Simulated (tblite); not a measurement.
Species: C11H19O2 (charge +1).
SMILES with atom numbers: `[CH3:1][CH2:2][CH2:3][C@@H:4]1[O:5][C+:6]([CH2:7][CH3:8])[O:9][C@@H:10]1[CH:11]1[CH2:12][CH2:13]1` (hydrogens: H14, H15, H16 on C1; H17, H18 on C2; H19, H20 on C3; H21 on C4; H22, H23 on C7; H24, H25, H26 on C8; H27 on C10; H28 on C11; H29, H30 on C12; H31, H32 on C13)

Cartesian coordinates in Å at the GFN2-xTB level; atoms count from 1:
```
atom  x, y, z in Å
C1    -3.1603   -2.0369    0.8881
C2    -2.0745   -1.7188   -0.1320
C3    -1.4022   -0.3813    0.1865
C4    -0.2886   -0.0614   -0.8049
O5     0.8142   -0.9835   -0.6000
C6     1.8833   -0.3341   -0.3589
C7     3.1559   -1.0151   -0.0570
C8     3.1174   -2.5108   -0.3511
O9     1.7901    0.9390   -0.3908
C10    0.4067    1.3238   -0.6584
C11   -0.0852    2.2251    0.4410
C12    0.2034    3.6985    0.3435
C13   -1.1874    3.2013    0.1337
H14   -3.9229   -1.2623    0.8907
H15   -2.7415   -2.1122    1.8885
H16   -3.6355   -2.9825    0.6453
H17   -1.3265   -2.5137   -0.1303
H18   -2.5168   -1.6747   -1.1285
H19   -2.1400    0.4200    0.1395
H20   -0.9970   -0.4146    1.1993
H21   -0.6470   -0.2310   -1.8255
H22    3.9573   -0.5154   -0.6095
H23    3.3724   -0.8405    1.0043
H24    2.3244   -2.9993    0.2076
H25    2.9579   -2.6943   -1.4099
H26    4.0640   -2.9592   -0.0670
H27    0.4200    1.8744   -1.6046
H28   -0.0639    1.7803    1.4268
H29    0.7572    4.0532   -0.5116
H30    0.4332    4.2248    1.2558
H31   -1.9225    3.3824    0.9011
H32   -1.5915    3.2135   -0.8666
```

All values are computed: GFN2-xTB (tblite) harmonic vibrations without scaling, gas phase. Errors from tens to a few hundred cm⁻¹ against measured bands are possible. One conformer, not necessarily the lowest.

Harmonic wavenumbers (cm⁻¹): 26.8, 42.1, 54.6, 77.2, 80.9, 104.0, 133.5, 163.9, 190.5, 213.5, 238.8, 285.9, 292.5, 321.8, 359.5, 419.9, 485.6, 519.5, 581.8, 648.8, 762.5, 786.6, 787.3, 797.7, 842.8, 862.5, 878.9, 924.6, 934.5, 947.6, 956.1, 989.6, 995.5, 1014.9, 1041.8, 1051.4, 1070.9, 1082.4, 1083.5, 1085.5, 1093.9, 1099.4, 1118.3, 1131.6, 1147.2, 1162.8, 1177.8, 1201.2, 1216.8, 1227.7, 1240.1, 1251.5, 1264.7, 1269.9, 1275.7, 1310.7, 1350.5, 1362.9, 1379.2, 1416.8, 1422.1, 1426.8, 1432.6, 1458.8, 1467.4, 1478.1, 1480.8, 1482.4, 1489.7, 1496.6, 1496.9, 2921.6, 2942.7, 2950.2, 2969.0, 2983.9, 2993.6, 2999.1, 3010.6, 3045.3, 3049.6, 3065.2, 3065.5, 3068.6, 3071.5, 3080.3, 3103.1, 3105.6, 3117.5, 3131.4.

A = 748.6, B = 652.0, C = 372.4 MHz; mass 183.139 u (most abundant isotopes); point group C1, symmetry number 1.

**Question.** Zero-point energy?

**Answer.** Half the sum of the wavenumbers: 61321 cm⁻¹ = 175.33 kcal/mol.

**Question.** Entropy at 273.15 K, 1 bar (ideal gas, RRHO, classical rotation)?

**Answer.** Translation 41.11, rotation 31.59, vibration 46.46: S = 119.2 cal/(mol K).

**Question.** And Cp and H(273.15 K) − H(0)?

**Answer.** Cp = 51.09 cal/(mol K), of which vibrations give 43.14 (their classical limit is 90 R = 178.8); H(273.15 K) − H(0) = 8.42 kcal/mol without the zero-point energy, 6.25 from vibrations.

**Question.** What must be added to the electronic energy to get the Gibbs energy at 273.15 K and 1 bar?

**Answer.** ZPE + [H(273.15 K) − H(0)] − T·S = 175.33 + 8.42 − 32.55 = 151.20 kcal/mol.

**Question.** How do the functions run with temperature in this model?

**Answer.** 
| T (K) | S (cal/(mol K)) | Cp (cal/(mol K)) | H − H(0) (kcal/mol) | G − H(0) (kcal/mol) | ln q(vib) |
| --- | --- | --- | --- | --- | --- |
| 50 | 67.1 | 18.5 | 0.64 | -2.71 | 1.51 |
| 100 | 82.6 | 26.8 | 1.78 | -6.48 | 4.02 |
| 298.15 | 123.8 | 55.4 | 9.75 | -27.16 | 12.91 |
| 373.15 | 137.7 | 68.7 | 14.40 | -36.97 | 16.03 |
| 500 | 160.7 | 89.1 | 24.45 | -55.90 | 21.26 |
| 750 | 202.7 | 117.9 | 50.59 | -101.44 | 31.44 |
| 1000 | 239.4 | 136.5 | 82.55 | -156.81 | 41.13 |

q(vib) and H(0) count from the zero-point level.

**Question.** Which modes carry the vibrational entropy at 273.15 K?

**Answer.** 26.8 cm⁻¹: 5.88; 42.1 cm⁻¹: 4.98; 54.6 cm⁻¹: 4.47; 77.2 cm⁻¹: 3.79; 80.9 cm⁻¹: 3.70; 104.0 cm⁻¹: 3.21 cal/(mol K); the other 84 give 20.43 together.

Hindered rotation and anharmonicity are outside this model. Other conformers, if any are populated, would add a mixing term that is left out. The structure is chiral; the term R ln 2 for an equal mix with its mirror image is left out.
